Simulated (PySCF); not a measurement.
Computed with PySCF with PBE-D3(BJ)/def2-TZVP // B3LYP-D3(BJ)/def2-TZVP. All species are isolated molecules in the gas phase. One relaxed conformer stands for a flexible species; it need not be the lowest. Excitations are Tamm–Dancoff values on a coarser integration grid. The basis has no diffuse functions, so Rydberg states are missing or too high.

Reference species (SMILES): `BrC=C` (neutral, multiplicity 1).

The S1–T1 gap (TDA) is 1.47 eV and the HOMO–LUMO gap comes out as 4.95 eV.

Changed species: `C=CN` (X = amino; the reference has X = bromo).

Problem. Give the shifts of the S1–T1 gap (TDA) and HOMO–LUMO gap.

Solution. the S1–T1 gap (TDA) falls by 0.31 eV, to 1.16 eV; the HOMO–LUMO gap decreases by 0.08 eV, to 4.87 eV.
